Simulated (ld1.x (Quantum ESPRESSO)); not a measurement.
tellurium, PAW: configuration errors across variants

* Element: tellurium (Te)
* Generator: ld1.x (Quantum ESPRESSO) 7.5
* Type: PAW
* Functional: PBE
* Relativity: scalar-relativistic
* Frozen core: [Kr]
* Valence charge: 16
* Reference configuration: 4d10 5s2 5p2 (charge +2)
* Partial waves: 5s (bound): rcut 1.35, rcutus 1.85 bohr; 5s channel at -1.25 Ry: rcut 1.35, rcutus 1.85 bohr; 5p (bound): rcut 1.65, rcutus 2.00 bohr; 5p channel at 1.35 Ry: rcut 1.65, rcutus 2.00 bohr; 4d (bound): rcut 0.80, rcutus 0.95 bohr; 4d channel at -3.6 Ry: rcut 0.80, rcutus 0.95 bohr
* Local potential: all-electron potential smoothed inside 0.75 bohr (lloc = -1)
* Core correction: Bessel-smoothed model core inside 0.85 bohr
* Augmentation charge: PSQ, inside the norm-conserving radii

All-electron excitation energies from the reference (eV): (1) 4d10 5s2 5p4 -27.653; (2) 4d10 5s2 5p3 -17.925; (3) 4d10 5s2 5p1 26.898; (4) 4d10 5s0 5p6 -8.952; (5) 4d10 5s2 5p3.5 -23.756; (6) 4d10 5s2 5p0 63.381; (7) 4d10 5s2 5p4.3 -29.122.

The overlap operator is not positive definite (basis up to 400 Ry) in “all radii but the core radius scaled by about 1.05 (s 1.94, p 2.10, d 1.00 bohr, rcut 1.42/1.72/0.84); local potential all-electron potential smoothed inside 0.78 bohr (lloc = -1)”, “all radii but the core radius scaled by about 1.08 (s 2.00, p 2.16, d 1.04 bohr, rcut 1.46/1.78/0.86); local potential all-electron potential smoothed inside 0.82 bohr (lloc = -1)”, “all radii but the core radius scaled by about 1.16 (s 2.14, p 2.32, d 1.10 bohr, rcut 1.56/1.92/0.92); local potential all-electron potential smoothed inside 0.86 bohr (lloc = -1)”, “all radii but the core radius scaled by about 1.25 (s 2.32, p 2.50, d 1.20 bohr, rcut 1.70/2.06/1.00); local potential all-electron potential smoothed inside 0.94 bohr (lloc = -1)”, “all radii but the core radius scaled by about 1.32 (s 2.44, p 2.64, d 1.26 bohr, rcut 1.78/2.18/1.06); local potential all-electron potential smoothed inside 1.00 bohr (lloc = -1)”. Such files are unfit for use, however small their errors in these radial tests.

3 further variants failed, have other tests or too few solved ones, and are left out.

A true bound ghost makes a file unfit for plane-wave use even where its test errors are small: the radial tests pick states by their node count and pass the ghost by.

Errors AE − PS in meV (a dash: test not solved or not reliable):

```csv
change,(1),(2),(3),(4),(5),(6),(7),bound ghosts
base,+7.6,+4.6,-7.6,+6.6,+6.3,-22,+8.2,"s, p"
"all radii but the core radius scaled by about 1.05 (s 1.94, p 2.10, d 1.00 bohr, rcut 1.42/1.72/0.84); local potential all-electron potential smoothed inside 0.78 bohr (lloc = -1)",+7.5,+4.7,-7.8,+6.7,+6.2,-22,+8.2,"p (s not tested, overlap not positive)"
"all radii but the core radius scaled by about 1.08 (s 2.00, p 2.16, d 1.04 bohr, rcut 1.46/1.78/0.86); local potential all-electron potential smoothed inside 0.82 bohr (lloc = -1)",+7.6,+4.7,-7.9,+7.4,+6.4,-22,+8.3,"p (s not tested, overlap not positive)"
"all radii but the core radius scaled by about 1.16 (s 2.14, p 2.32, d 1.10 bohr, rcut 1.56/1.92/0.92); local potential all-electron potential smoothed inside 0.86 bohr (lloc = -1)",+8.2,+5.0,-8.0,+9.9,+6.7,-22,+8.9,"p (s not tested, overlap not positive)"
"all radii but the core radius scaled by about 1.25 (s 2.32, p 2.50, d 1.20 bohr, rcut 1.70/2.06/1.00); local potential all-electron potential smoothed inside 0.94 bohr (lloc = -1)",+10,+5.7,-8.1,+13,+8.1,-22,+11,"p (s not tested, overlap not positive)"
"all radii but the core radius scaled by about 1.32 (s 2.44, p 2.64, d 1.26 bohr, rcut 1.78/2.18/1.06); local potential all-electron potential smoothed inside 1.00 bohr (lloc = -1)",+9.9,+4.9,-7.7,+12,+7.4,-23,+11,"p (s not tested, overlap not positive)"
```

**Question.** Give the same row for: all radii but the core radius scaled by about 0.91 (s 1.68, p 1.82, d 0.86 bohr, rcut 1.22/1.50/0.72); local potential all-electron potential smoothed inside 0.68 bohr (lloc = -1).

**Answer.** +7.9, +4.7, -7.2, +7.6, +6.5, -20, +8.6; bound ghosts: s, p.
